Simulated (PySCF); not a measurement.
Delta-SCF ions had no search for a lower state. Excitations are Tamm–Dancoff values on a coarser integration grid. The basis has no diffuse functions, so Rydberg states are missing or too high.

## C2H10Si2, SMILES `C[SiH2][SiH2]C` (C–Si–Si–C torsion 180°) (charge 0, multiplicity 1)

Computed with PySCF 2.14.0 with PBE-D3(BJ)/def2-TZVP // TPSSh-D3(BJ)/def2-TZVP.

| Property | Result |
|---|---|
| HOMO | -6.59 eV |
| dipole moment | 0.00 D |
| HOMO–LUMO gap | 5.85 eV |
| LUMO | -0.74 eV |
| S1 excitation (TDA) | 6.17 eV |
| S1 oscillator strength | 0.029 |
| T1 excitation (TDA) | 5.48 eV |
| S1–T1 gap (TDA) | 0.70 eV |
| vertical ionisation energy (Delta-SCF) | 9.40 eV |
| total energy | -660.8532 Ha |
| cost | around 3 core-minutes (rough) |

```xyz
14

C      2.5135    -0.4728     0.0341
Si     0.9651     0.6014    -0.0038
Si    -0.9651    -0.6014     0.5709
C     -2.5135     0.4728     0.5330
H      3.3987     0.1084    -0.2367
H      2.6732    -0.8895     1.0318
H      2.4262    -1.3054    -0.6685
H      0.7910     1.1822    -1.3627
H      1.1250     1.7445     0.9353
H     -0.7910    -1.1822     1.9297
H     -1.1250    -1.7445    -0.3683
H     -2.6732     0.8895    -0.4647
H     -2.4262     1.3054     1.2356
H     -3.3987    -0.1084     0.8037
```
Charge 0, spin multiplicity 1.
